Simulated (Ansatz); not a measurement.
C2H10AlNSi can be A, `C[SiH](C)[NH][AlH2]`, or B, `[CH3][AlH][CH2]N[SiH3]`.

Program: Ansatz. Geometries: PBE0-D4/def2-TZVP. ΔE: electronic, gas phase. CCSD(T)/CBS is the MP2 limit (def2-TZVPP, def2-QZVPP) plus CCSD(T) − MP2 in def2-TZVPP, frozen cores. DFT in def2-TZVPP. B3LYP here is the variant with VWN-RPA as its local correlation; programs differ in this. One conformer a species, not always the lowest.

(1) Which isomer does CCSD(T)/CBS put lower? Give the gap. (Best estimate.)

(2) Give E(B) − E(A) in kJ/mol with r2SCAN-D4, CCSD/def2-TZVPP, HF/def2-TZVPP, CCSD(T)/def2-TZVPP, B3LYP-D4, B3LYP, ωB97M-V. (Best estimate.)

Largest T1 diagnostic: 0.011.

Answers

(1) The calculation gave: A, by 205.3 kJ/mol.

(2) Ansatz gave: r2SCAN-D4 203.0, CCSD/def2-TZVPP 207.1, HF/def2-TZVPP 217.9, CCSD(T)/def2-TZVPP 205.2, B3LYP-D4 201.6, B3LYP 202.9, ωB97M-V 201.2. None reverses the order clearly.

In def2-TZVPP, CCSD(T) changes the Hartree–Fock value by −12.7 kJ/mol (the triples alone add −1.8 kJ/mol) and MP2 by −6.9 kJ/mol. From PBE to PBE0 (25 % exact exchange), in def2-TZVPP and without D4, E(B) − E(A) moves by +5.0 kJ/mol.
